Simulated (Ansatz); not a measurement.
Geometry optimisation, RKS PBE0-D4/def2-SVP (Ansatz 0.2.0).

Input:

```yaml
crystal:
  periodic: [false, false, false]
  atoms:
    - { symbol: Ge, position_ang: [0.0, 0.0, 0.0] }
    - { symbol: H, position_ang: [0.0, 0.0, 1.55] }
    - { symbol: C, position_ang: [1.8483, 0.0, -0.6527] }
    - { symbol: H, position_ang: [2.196, -1.0463, -0.7809] }
    - { symbol: H, position_ang: [1.8968, 0.5276, -1.6281] }
    - { symbol: H, position_ang: [2.5002, 0.5187, 0.0808] }
    - { symbol: F, position_ang: [-0.7913, 1.3709, -0.5594] }
    - { symbol: C, position_ang: [-0.9232, -1.5994, -0.6527] }
    - { symbol: H, position_ang: [-1.4228, -2.1111, 0.1962] }
    - { symbol: H, position_ang: [-1.6833, -1.3066, -1.4068] }
    - { symbol: H, position_ang: [-0.1873, -2.288, -1.1178] }
basis:
  gaussian: { orbitals: def2-SVP }
hamiltonian:
  xc: pbe0
  dispersion: d4
relax:
  f_tol: 0.02
  max_steps: 40
```

Command:

```bash
$ ansatz run input.yaml --threads 4 --pin off --max-ram 5120MiB --backend cpu --events-out ev --progress --plain --runs-dir out
```

Problem. Where does it end, and by what steps?

Solution. The run converged. The force dipped under the threshold on the way, but the program's further checks kept it going. After 15 steps the energy has fallen by 0.196 eV; H9 moved furthest, 0.83 Å.

```json
{"step": "0", "energy less start (eV)": "0.0000", "largest force component (eV/Å)": "2.633", "accepted": "yes"}
{"step": "1", "energy less start (eV)": "-0.1170", "largest force component (eV/Å)": "1.006", "accepted": "yes"}
{"step": "2", "energy less start (eV)": "-0.1544", "largest force component (eV/Å)": "0.107", "accepted": "yes"}
{"step": "3", "energy less start (eV)": "-0.1589", "largest force component (eV/Å)": "0.065", "accepted": "yes"}
{"step": "4", "energy less start (eV)": "-0.1635", "largest force component (eV/Å)": "0.197", "accepted": "yes"}
{"step": "5", "energy less start (eV)": "-0.1684", "largest force component (eV/Å)": "0.160", "accepted": "yes"}
{"step": "6", "energy less start (eV)": "-0.1747", "largest force component (eV/Å)": "0.157", "accepted": "yes"}
{"step": "7", "energy less start (eV)": "-0.1793", "largest force component (eV/Å)": "0.189", "accepted": "yes"}
{"step": "8", "energy less start (eV)": "-0.1845", "largest force component (eV/Å)": "0.184", "accepted": "yes"}
{"step": "9", "energy less start (eV)": "-0.1918", "largest force component (eV/Å)": "0.013", "accepted": "yes"}
{"step": "10", "energy less start (eV)": "-0.1847", "largest force component (eV/Å)": "0.464", "accepted": "no"}
{"step": "11", "energy less start (eV)": "-0.1942", "largest force component (eV/Å)": "0.086", "accepted": "yes"}
{"step": "12", "energy less start (eV)": "-0.1944", "largest force component (eV/Å)": "0.180", "accepted": "yes"}
{"step": "13", "energy less start (eV)": "-0.1961", "largest force component (eV/Å)": "0.030", "accepted": "yes"}
{"step": "14", "energy less start (eV)": "-0.1964", "largest force component (eV/Å)": "0.002", "accepted": "yes"}
{"step": "15", "energy less start (eV)": "-0.1965", "largest force component (eV/Å)": "0.012", "accepted": "yes"}
```

```xyz
11
Properties=species:S:1:pos:R:3
Ge 0.107 -0.186 0.132
H 0.226 -0.359 1.660
C 1.827 0.077 -0.722
H 2.463 -0.811 -0.586
H 1.690 0.248 -1.800
H 2.343 0.947 -0.291
F -0.786 1.306 -0.094
C -0.953 -1.583 -0.694
H -1.952 -1.631 -0.235
H -1.070 -1.381 -1.769
H -0.463 -2.561 -0.571
```

Whether the end is a true minimum wasn't checked by a vibrational analysis.

Time of the run: 25 s on 4 threads of Intel(R) Xeon(R) Platinum 8375C CPU @ 2.90GHz (Ice Lake), with other jobs on the host, peak memory 0.28 GiB.
